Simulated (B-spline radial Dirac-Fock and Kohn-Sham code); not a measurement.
# Au⁺ 5d3/2: cross section and angular parameters

System: the Au⁺ ion in the configuration [Xe] 4f14 5d10; threshold 20.73 eV (orbital energy of the model). Model: Dirac-Hartree-Slater photoionisation with a Latter tail; cross sections with all multipoles, angular parameters from the dipole term and its interference with E2. Program: a B-spline atomic structure program.

The run's input, task.json:

```json
{"items": [{
  "Z": 79,
  "q": 1,
  "cfg": [[1, 0, 2], [2, 0, 2], [2, 1, 6], [3, 0, 2], [3, 1, 6], [3, 2, 10], [4, 0, 2], [4, 1, 6], [4, 2, 10], [4, 3, 14], [5, 0, 2], [5, 1, 6], [5, 2, 10]],
  "A": 197,
  "rrms": 5.4371,
  "do": "xps",
  "hv": [56.2, 61.8, 80, 100, 150, 199.0, 200, 209.0, 265.0, 272.0, 320.0, 323.0, 400, 405.0, 432.0, 487.0, 600, 955.0, 1280.0, 1470.0, 2160.0, 2430.0, 3010.0, 5414.7, 5630.0, 8640.0, 9251.7, 10600.0, 10900.0, 11200.0]
}]}
```

Launch: `python xray2_run.py task.json out`

```tsv
hν (eV)	σ (kb)	β	γ	δ
56.2	7110	0.797	0.003	0.009
61.8	5240	0.921	0.006	0.011
80	2080	1.278	0.034	0.017
100	844	1.611	0.107	0.020
150	129	1.938	0.399	-0.009
199	42.1	0.556	0.274	-0.025
200	41.6	0.517	0.265	-0.024
209	37.9	0.182	0.180	-0.014
265	34.1	-0.688	-0.104	0.058
272	34.5	-0.683	-0.106	0.063
320	37.3	-0.459	-0.039	0.077
323	37.5	-0.441	-0.033	0.077
400	39.4	-0.013	0.104	0.064
405	39.4	0.010	0.111	0.063
432	?	?	?	?
487	37.9	0.327	0.183	0.043
600	33.7	0.610	0.197	0.023
955	20.7	1.039	0.073	0.000
1280	13.4	1.207	-0.012	0.001
1470	10.7	1.267	-0.034	0.005
2160	5.12	1.377	0.000	0.019
2430	3.99	1.396	0.042	0.025
3010	2.46	1.414	0.157	0.036
5414.7	0.553	1.375	0.697	0.075
5630	0.496	1.368	0.742	0.079
8640	0.143	1.267	1.278	0.126
9251.7	0.116	1.247	1.370	0.135
10600	0.0762	1.204	1.554	0.157
10900	0.0698	1.194	1.592	0.162
11200	0.0641	1.185	1.629	0.167
```

Q: Give the values at 432 eV.

A: σ = 39.2 kb, β = 0.129, γ = 0.143, δ = 0.056.

Values without a named source are computed, but for edge energies of neutral atoms, which are taken from tables.
